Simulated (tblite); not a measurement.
Species: C6H5O2S (doublet state).
Bonds: C1–S2, S2–C3, C3–C4, C4–C5 (double), C5–C6, C6–O7 (double), C6–O8, O8–C9, C3–C9 (double). Hydrogens: H10, H11, H12 on C1; H13 on C5; H14 on C9.

Computed with GFN2-xTB (tblite), gas phase: L-BFGS steps from a force-field or distance-geometry start until the largest atomic force falls under 0.01 eV/Å.

Geometry at step 6:
```
atom  x, y, z in Å
C1     -2.6640   -0.5510    0.2592
S2     -1.8943    1.0950    0.0639
C3     -0.1977    0.6685   -0.1550
C4      0.2258   -0.6698   -0.1488
C5      1.4804   -1.0613   -0.3063
C6      2.5282   -0.0429   -0.5065
O7      3.6989   -0.2665   -0.6689
O8      2.0823    1.2452   -0.5040
C9      0.7966    1.5851   -0.3365
H10    -3.7284   -0.3784    0.4055
H11    -2.5057   -1.1394   -0.6406
H12    -2.2489   -1.0520    1.1296
H13     1.7995   -2.0867   -0.2980
H14     0.6266    2.6538   -0.3656
```

Q: Give the atomic forces at this geometry.

A: 
```
atom  Fx (eV/Å)  Fy (eV/Å)  Fz (eV/Å)
  C1      0.081      0.044     -0.015
  S2     -0.029      0.062      0.005
  C3     -0.090     -0.030      0.023
  C4      0.147     -0.074     -0.015
  C5      0.012      0.055      0.005
  C6     -0.035      0.094     -0.021
  O7     -0.076     -0.114      0.028
  O8     -0.216      0.031      0.035
  C9     -0.147     -0.055      0.007
 H10      0.116      0.066     -0.023
 H11      0.044      0.037      0.027
 H12      0.039      0.041     -0.043
 H13      0.102     -0.072     -0.016
 H14      0.052     -0.084      0.003
```

The largest, 0.22 eV/Å, acts on O8; the rms over all components is 0.071 eV/Å. The forces sum to zero within rounding, as they must for an isolated molecule in no field.

Q: Give the force on O8 in Eh/bohr and in nN.

A: 0.221 eV/Å ÷ 51.422 = 0.00430 Eh/bohr, and 0.221 eV/Å × 1.602 = 0.35 nN.

Q: How far is this geometry from the end of the optimisation?

A: 0.017 eV above it, and 0.031 Å rms away after alignment. The bonds farthest from their final lengths, with half the difference of the two atoms' forces along the bond (positive lengthens):

| bond | now (Å) | final (Å) | force along bond (eV/Å) |
| --- | --- | --- | --- |
| C1–S2 | 1.828 | 1.817 | -0.02 |
| S2–C3 | 1.763 | 1.757 | -0.02 |
| O8–C9 | 1.340 | 1.337 | -0.05 |
| C3=C9 | 1.364 | 1.361 | -0.03 |
| C3–C4 | 1.404 | 1.407 | +0.06 |
| C1–H10 | 1.088 | 1.085 | -0.02 |

The angle farthest from its final value is C1–S2–C3, 101.6° against 99.3°.

The cost below is that of the whole relaxation. Hardware: one thread, Arm Neoverse V2 (aarch64), no GPU, on a shared host. Cost: 0.15 s.
